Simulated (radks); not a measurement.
The numbers below are computed, except where a source is named.
Pt9+, 69 electrons, occupied as [Xe] 4f14 5d1.

Code: a radial shooting solver on a logarithmic mesh with Libxc functionals. Model: scalar-relativistic Kohn-Sham, r2SCAN, spin-polarised, spherical densities, finite nucleus; open shells are filled with parallel spins first (spin-orbit coupling, left out, can overturn this in heavy ions); meta-GGA in the generalised Kohn-Sham scheme; Fermi nuclear charge, rms radius 5.427 fm.

Energy parts (hartree):
part                       energy
total                 -18390.9163
kinetic                20504.9705
electron-nucleus      -45316.4665
Hartree                 6770.1359
exchange-correlation    -349.5562

Orbitals (lengths in bohr, moments of r in powers of bohr):
1s down: occ. 1; eigenvalue (hartree) -2890.228; <1/r> 93.91
1s up: occ. 1; eigenvalue (hartree) -2890.228; <1/r> 93.91
2s up: occ. 1; eigenvalue (hartree) -513.3402; <1/r> 22.03
2s down: occ. 1; eigenvalue (hartree) -513.3336; <1/r> 22.03
2p up: occ. 3; eigenvalue (hartree) -445.5987; <1/r> 19.67
2p down: occ. 3; eigenvalue (hartree) -445.5936; <1/r> 19.67
3s up: occ. 1; eigenvalue (hartree) -125.1580; <1/r> 8.178
3s down: occ. 1; eigenvalue (hartree) -125.1572; <1/r> 8.178
3p up: occ. 3; eigenvalue (hartree) -105.3399; <1/r> 7.474
3p down: occ. 3; eigenvalue (hartree) -105.3386; <1/r> 7.474
3d up: occ. 5; eigenvalue (hartree) -83.79811; <1/r> 7.031
3d down: occ. 5; eigenvalue (hartree) -83.79423; <1/r> 7.031
4s up: occ. 1; eigenvalue (hartree) -31.38912; <1/r> 3.490
4s down: occ. 1; eigenvalue (hartree) -31.38410; <1/r> 3.489
4p up: occ. 3; eigenvalue (hartree) -24.85795; <1/r> 3.160
4p down: occ. 3; eigenvalue (hartree) -24.85363; <1/r> 3.159
4d up: occ. 5; eigenvalue (hartree) -16.88011; <1/r> 2.829
4d down: occ. 5; eigenvalue (hartree) -16.87472; <1/r> 2.829
5s up: occ. 1; eigenvalue (hartree) -9.05692; <1/r> 1.460
5s down: occ. 1; eigenvalue (hartree) -9.01946; <1/r> 1.465
4f up: occ. 7; eigenvalue (hartree) -8.01826; <1/r> 2.407
4f down: occ. 7; eigenvalue (hartree) -8.00954; <1/r> 2.409
5p up: occ. 3; eigenvalue (hartree) -7.22351; <1/r> 1.283
5p down: occ. 3; eigenvalue (hartree) -7.17438; <1/r> 1.289
5d up: occ. 1; eigenvalue (hartree) -4.95564; <1/r> 1.052
5d down: occ. 0; eigenvalue (hartree) -4.88617; <1/r> 1.060

The highest occupied level is 5d up at -134.85 eV. Spin moment in Bohr magnetons: 1. The electron density at the nucleus is 2.116e+06 e/bohr^3 (large components only). For comparison, the ionisation energy in NIST's Atomic Spectra Database is 145 eV (semi-empirical). In exact Kohn-Sham theory the highest level is minus the ionisation energy, but local and semilocal functionals leave it too shallow, through self-interaction and a potential that decays too fast; potentials with the right tail come closer. Summed over all electrons, <r^2> = 20.04 bohr^2, which gives a Langevin (diamagnetic) susceptibility term of -15.9 x 10^-6 cm^3/mol. The density falls to 0.001 e/bohr^3 at r = 2.40 bohr.
